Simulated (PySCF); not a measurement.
**SMILES C#C[C@@]1(C(C)=O)C[C@H]1N, C$_{7}$H$_{9}$NO**

Molfile (atoms numbered from 1):
```
C7H9NO
     RDKit          3D

 18 18  0  0  0  0  0  0  0  0999 V2000
    0.8275    2.3686    0.0038 C   0  0  0  0  0  0  0  0  0  0  0  0
    0.4181    1.2464   -0.0962 C   0  0  0  0  0  0  0  0  0  0  0  0
   -0.0221   -0.1050   -0.2363 C   0  0  1  0  0  0  0  0  0  0  0  0
   -1.4871   -0.3751   -0.1646 C   0  0  0  0  0  0  0  0  0  0  0  0
   -2.3423    0.8022    0.2200 C   0  0  0  0  0  0  0  0  0  0  0  0
   -1.9373   -1.4745   -0.3913 O   0  0  0  0  0  0  0  0  0  0  0  0
    0.7977   -1.0198   -1.1464 C   0  0  0  0  0  0  0  0  0  0  0  0
    0.8752   -1.2129    0.3293 C   0  0  1  0  0  0  0  0  0  0  0  0
    1.9953   -0.8483    1.1263 N   0  0  0  0  0  0  0  0  0  0  0  0
    1.1642    3.3575    0.0954 H   0  0  0  0  0  0  0  0  0  0  0  0
   -2.2247    1.5949   -0.5166 H   0  0  0  0  0  0  0  0  0  0  0  0
   -3.3850    0.5020    0.2767 H   0  0  0  0  0  0  0  0  0  0  0  0
   -2.0138    1.1919    1.1812 H   0  0  0  0  0  0  0  0  0  0  0  0
    1.6345   -0.5647   -1.6566 H   0  0  0  0  0  0  0  0  0  0  0  0
    0.2324   -1.7305   -1.7302 H   0  0  0  0  0  0  0  0  0  0  0  0
    0.3369   -2.0608    0.7386 H   0  0  0  0  0  0  0  0  0  0  0  0
    2.4767   -0.0456    0.7359 H   0  0  0  0  0  0  0  0  0  0  0  0
    2.6450   -1.6200    1.2193 H   0  0  0  0  0  0  0  0  0  0  0  0
  1  2  3  0
  3  2  1  1
  3  4  1  0
  4  5  1  0
  4  6  2  0
  3  7  1  0
  7  8  1  0
  8  9  1  0
  8  3  1  0
  1 10  1  0
  5 11  1  0
  5 12  1  0
  5 13  1  0
  7 14  1  0
  7 15  1  0
  8 16  1  6
  9 17  1  0
  9 18  1  0
M  END
```

Level of theory: GIAO HF/pcSseg-1 magnetisability, rotational g tensor and spin-rotation constants, non-relativistic, gas phase (PySCF). Geometry: GFN2-xTB.

Problem. Give the nuclear spin-rotation constants along the inertial axes (H = +C I·J) beside the isotropic shieldings.

Solution. Rotational constants 2.1141, 1.5761, 1.0717 GHz. A star marks the isotopologue with that one atom substituted, in its own axes.
| atom | isotope | Caa (kHz) | Cbb (kHz) | Ccc (kHz) | mean (kHz) | σ (ppm) |
| --- | --- | --- | --- | --- | --- | --- |
| N9 | 14N | 0.085 | 0.051 | 0.047 | 0.061 | 237.6 |
| H10 | 1H | -0.208 | 0.001 | -0.127 | -0.111 | 30.0 |
| H11 | 1H | -0.246 | -0.037 | -0.045 | -0.109 | 29.3 |
| H12 | 1H | 0.058 | -0.170 | -0.116 | -0.076 | 29.9 |
| H13 | 1H | -0.197 | -0.120 | -0.015 | -0.111 | 29.4 |
| H14 | 1H | -0.116 | -0.173 | -0.062 | -0.117 | 31.5 |
| H15 | 1H | -0.150 | -0.089 | -0.080 | -0.106 | 30.5 |
| H16 | 1H | -0.176 | -0.035 | -0.084 | -0.098 | 29.5 |
| H17 | 1H | -0.188 | -0.081 | -0.099 | -0.122 | 31.2 |
| H18 | 1H | -0.129 | -0.066 | -0.129 | -0.108 | 30.7 |
| C1 | 13C* | 0.529 | 0.157 | 0.350 | 0.345 | 112.0 |
| C2 | 13C* | 0.688 | 0.051 | 0.378 | 0.372 | 105.9 |
| C3 | 13C* | 0.172 | 0.277 | 0.151 | 0.200 | 174.1 |
| C4 | 13C* | 1.161 | 0.795 | 0.242 | 0.732 | -19.8 |
| C5 | 13C* | 0.299 | 0.245 | 0.167 | 0.237 | 161.8 |
| O6 | 17O* | -1.506 | -1.333 | -0.066 | -0.968 | -263.8 |
| C7 | 13C* | 0.234 | 0.223 | 0.203 | 0.220 | 164.6 |
| C8 | 13C* | 0.265 | 0.265 | 0.217 | 0.249 | 152.0 |

For the geometry as given, no vibrational averaging.
